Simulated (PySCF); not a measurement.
Species: C₅H₁₂Si.
Numbering: `[CH2:1]1[CH2:2][CH2:3][SiH2:4][CH2:5][CH2:6]1`

Geometry (GFN2-xTB, Å), atoms numbered from 1 in this order:
```
atom  x, y, z in Å
C1    -1.3339   -0.5818   -0.0038
C2    -1.1890    0.9040    0.3202
C3    -0.0595    1.5686   -0.4652
Si4    1.5912    0.6828   -0.1496
C5     1.1301   -1.1581   -0.2433
C6    -0.1712   -1.4289    0.5096
H7    -1.4200   -0.7067   -1.0863
H8    -2.2604   -0.9501    0.4453
H9    -2.1345    1.4078    0.0961
H10   -1.0053    1.0175    1.3918
H11   -0.0024    2.6233   -0.1933
H12   -0.3042    1.5358   -1.5289
H13    2.5923    1.0392   -1.1611
H14    2.0954    1.0136    1.1908
H15    1.9211   -1.7884    0.1651
H16    1.0029   -1.4590   -1.2854
H17   -0.4351   -2.4866    0.4124
H18   -0.0264   -1.2267    1.5740
```

NICS = −σ at a ghost point: NICS(0) at the centroid of the ring atoms, NICS(1) 1 Å to either side along the normal of their mean plane, zz for the tensor component along that normal. Level: GIAO PBE0/pcSseg-1 (PySCF, non-relativistic, gas phase) on the GFN2-xTB geometry, one conformer.

Ring bond lengths (Å), with Mayer bond orders in brackets: C1–C2 1.528 (1.03), C2–C3 1.528 (1.03), C3–Si4 1.900 (0.92), Si4–C5 1.900 (0.92), C5–C6 1.528 (1.03), C6–C1 1.527 (1.03).

What do the NICS probes read (ppm)?

```
              ring                                              type  NICS(0)  NICS(1), two faces  NICS(1)zz, two faces  rms pucker (Å)  centre to ring atoms, mean (Å)
C1–C2–C3–Si4–C5–C6  6-membered ring with Si; formal bonds all single     -1.6         -1.7 / -2.0             3.7 / 4.3            0.25                            1.59
```

What do they say, and how far can they be read as aromaticity?

- C1–C2–C3–Si4–C5–C6: mean NICS(1)zz 4.0 ppm, deshielded. C1, C2, C3, Si4, C5, C6 have four or more neighbours; no verdict on aromaticity is drawn.

List the ring angles and the Hirshfeld charges of the ring atoms.

- C1–C2–C3–Si4–C5–C6: C1 113.3° (-0.069 e), C2 112.6° (-0.067 e), C3 110.7° (-0.161 e), Si4 103.5° (+0.337 e), C5 110.7° (-0.161 e), C6 112.6° (-0.067 e); sum 663.5° against 720° for a flat convex ring.

Hardware: one thread, Arm Neoverse V1, no GPU, on a shared host. Cost: 20 s. This is the whole shielding run at PBE0/pcSseg-1, SCF included.
